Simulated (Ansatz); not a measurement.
Isolated molecules relaxed with PBE0-D4/def2-TZVP in Ansatz; ΔE leaves out vibrations. CCSD(T)/CBS is the MP2 limit (def2-TZVPP, def2-QZVPP) plus CCSD(T) − MP2 in def2-TZVPP, frozen cores. This one scheme is used for every species. Functionals use def2-TZVPP. For Ge outer-core shells are correlated without core-valence functions, which leaves a few kJ/mol of doubt a bond. Scalar relativity is left out up to krypton. Each species was taken in one conformer, which may not be the lowest.

Consider the formal exchange of groups at the Si–N bond: `O[SiH](F)N[SiH2]F` + `C#[C][GeH3]` → `F[SiH2]C#[C][GeH3]` + `N[SiH](O)F`.

```csv
level,ΔE (kJ/mol),difference from CCSD(T)/CBS
B2PLYP,30.8,-3.9
PBE-QIDH,32.5,-2.2
BLYP,24.7,-10.0
PBE0,28.4,-6.3
LC-ωPBE,34.1,-0.6
MP2/def2-SVP,33.7,-1.0
HF/def2-TZVPP,35.8,1.1
SCS-MP2/def2-TZVPP,32.7,-2.0
MP2/def2-QZVPP,33.3,-1.4
SCS-MP2/def2-QZVPP,33.2,-1.5
CCSD(T)/CBS,34.7,0
```

Largest T1 diagnostic among the species: 0.012.

From BLYP to BHLYP (50 % exact exchange), in def2-TZVPP and without D4, ΔE moves by +8.3 kJ/mol. The D4 term adds +3.6 kJ/mol with B3LYP and +2.0 kJ/mol with PBE0; it sums over pairs of atoms, weighted by their polarisabilities, and B3LYP, whose exchange is more repulsive, gets the larger term.

CCSD(T)/CBS has its own doubt, a few kJ/mol and more with outer-core shells, so smaller differences from it don't rank the levels.

B3LYP here is the variant with VWN-RPA as its local correlation; programs differ in this.
